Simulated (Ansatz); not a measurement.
Z-matrix (Å, degrees):
```
Si
C 1 1.7280
H 2 1.0851 1 124.75
H 2 1.0858 3 114.65 1 -179.99
H 1 1.4844 2 116.85 3 0.04
B 1 1.9626 5 123.64 2 179.97
H 6 1.1930 1 123.32 5 -0.07
H 6 1.1942 7 119.01 1 180.00
```
Charge 0, spin multiplicity 1.

Level of theory: Ansatz (a program for electronic structure) with frozen-core CCSD(T)/cc-pVQZ // r2SCAN-D4/def2-TZVP. The restricted HF reference is unstable towards unrestricted orbitals.

The HF energy comes out as -354.34604 Ha. The MP2 correlation energy is -0.41504 Ha.

Question: Estimate the CCSD correlation energy, the (T) correction, the total energy and the T1 diagnostic.

Answer: 
```json
{
 "CCSD correlation energy": "-0.45144 Ha",
 "(T) correction": "-0.02191 Ha",
 "CCSD(T) total energy": "-354.81938 Ha",
 "T1 diagnostic": "0.017"
}
```
